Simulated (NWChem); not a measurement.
CH$_{2}$FNOSi; SMILES C(=N[SiH2]F)=O

```xyz
7

Si    -0.4432    -1.1903    -0.0013
F      1.0156    -1.9221    -0.0021
N     -0.2121     0.5118    -0.0042
C      0.0199     1.7000    -0.0005
O      0.2336     2.8602     0.0022
H     -1.1632    -1.5794     1.2482
H     -1.1666    -1.5829    -1.2479
```
Atoms are numbered in this order, from 1.

Program: NWChem. Structure relaxed at the PBE-D3(BJ)/def2-SVP level. Level: M06-2X/def2-SVP with SMD (1 M gas to 1 M solution), gas-phase geometry. Reactions with the solvent are ignored.

### Question
Order these by “cavity-dispersion-structure term (kcal/mol)”, lowest first: chlorobenzene; water; chloroform.

### Answer
chlorobenzene (0.2), chloroform (1.3), water (6.3)
